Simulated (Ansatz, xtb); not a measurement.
# C4H6ClNSi: which of two isomers lies lower

We compare a, `[SiH3]n1ccc(Cl)c1`, a singlet, with b, `[SiH3]n1cccc1Cl`, a singlet. Both are isolated molecules in the gas phase, relaxed with PBE0-D3(BJ)/def2-SVP.

Q: Estimate E(b) − E(a) at the level CCSD(T)/def2-SVP + ΔMP2/def2-TZVPP.

A: Too close to call at this level: CCSD(T)/def2-SVP + ΔMP2/def2-TZVPP gives E(b) − E(a) = −0.70 kcal/mol.

How the difference moves with the method:

```
                             level              geometry  E(b) − E(a) (kcal/mol)  departure from the last row (kcal/mol)  job, with rough time for the two
                          GFN2-xTB              GFN2-xTB                     −1.55                                   −0.85              optimisation, 0.14 s
                         HF/STO-3G              GFN2-xTB                     +1.34                                   +2.04              single point, 0.62 s
                r2SCAN-D4/def2-SVP              GFN2-xTB                     −1.28                                   −0.58               single point, 7.8 s
              PBE0-D3(BJ)/def2-SVP  PBE0-D3(BJ)/def2-SVP                     −1.64                                   −0.94                optimisation, 55 s
                       HF/def2-SVP  PBE0-D3(BJ)/def2-SVP                     −0.31                                   +0.39           part of the CCSD(T) run
                      MP2/def2-SVP  PBE0-D3(BJ)/def2-SVP                     −1.42                                   −0.73           part of the CCSD(T) run
                  CCSD(T)/def2-SVP  PBE0-D3(BJ)/def2-SVP                     −1.21                                   −0.52                      single point
CCSD(T)/def2-SVP + ΔMP2/def2-TZVPP  PBE0-D3(BJ)/def2-SVP                     −0.70                                                     single point, 1.8 min
```

As drawn, both hold the same kinds of bond in the same numbers.

The largest departure from CCSD(T)/def2-SVP + ΔMP2/def2-TZVPP is that of HF/STO-3G, 2.04 kcal/mol. The last row adds to CCSD(T) the change of the MP2 difference between the two basis sets, here +0.52 kcal/mol.

With thermal terms from frequencies at re-optimised GFN2-xTB minima (ideal gas, soft modes damped towards free rotors, one conformer each, 298.15 K, 1 atm): on the last row, ΔE + ΔZPE = −0.45, ΔH = −0.61, ΔG = −0.06 kcal/mol.

The correlated steps freeze 15 core orbitals. Programs: Ansatz 0.2.0, xtb 6.7.1; the last row on 2 threads of Arm Neoverse V2 on a shared host.
